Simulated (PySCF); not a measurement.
## Electronic structure of Sc (scandium, neutral) at the UHF level

Configuration: [Ar] 3d1 4s2, 2D determinant. All numbers are calculated (PySCF 2.14, scalar relativity by spin-free X2C-1e, in jorge-DZP-DKH).

```
Total energy                                                  : -763.263574 hartree
One-electron energy                                           : -1044.9160 hartree
Hartree (Coulomb) energy                                      : 319.9765 hartree
Exchange energy                                               : -38.3241 hartree
⟨S²⟩                                                          : 0.7592
⟨L²⟩                                                          : 6.039
Sum of ⟨r⟩                                                    : 21.36 bohr
Sum of ⟨r²⟩                                                   : 51.94 bohr²
Traceless quadrupole moment −½Σ⟨3z² − r²⟩ along its main axis : 0.500 e·bohr²
Langevin diamagnetic susceptibility                           : -41.1 ×10⁻⁶ cm³/mol
Time after the integrals                                      : 0.14 s of wall time on 1 thread of Neoverse-V2 (shared host)
```

| shell | electrons | mean orbital energy (hartree) | spread (hartree) | rms radius, mean of both spins (bohr) |
| --- | --- | --- | --- | --- |
| 1s β | 1 | -166.81868 | 0 | 0.0844 |
| 1s α | 1 | -166.81809 | 0 | 0.0844 |
| 2s α | 1 | -19.26083 | 0 | 0.370 |
| 2s β | 1 | -19.24868 | 0 | 0.370 |
| 2p α | 3 | -15.68777 | 0.00323 | 0.340 |
| 2p β | 3 | -15.67607 | 0.01743 | 0.340 |
| 3s α | 1 | -2.61475 | 0 | 1.15 |
| 3s β | 1 | -2.56087 | 0 | 1.15 |
| 3p α | 3 | -1.60712 | 0.03493 | 1.27 |
| 3p β | 3 | -1.53961 | 0.05291 | 1.27 |
| 3d α | 1 | -0.33752 | 0 | 1.91 |
| 4s α | 1 | -0.21597 | 0 | 4.18 |
| 4s β | 1 | -0.20401 | 0 | 4.18 |

Densities and radii are taken from the X2C orbitals without a picture-change correction, which distorts them close to the nucleus.
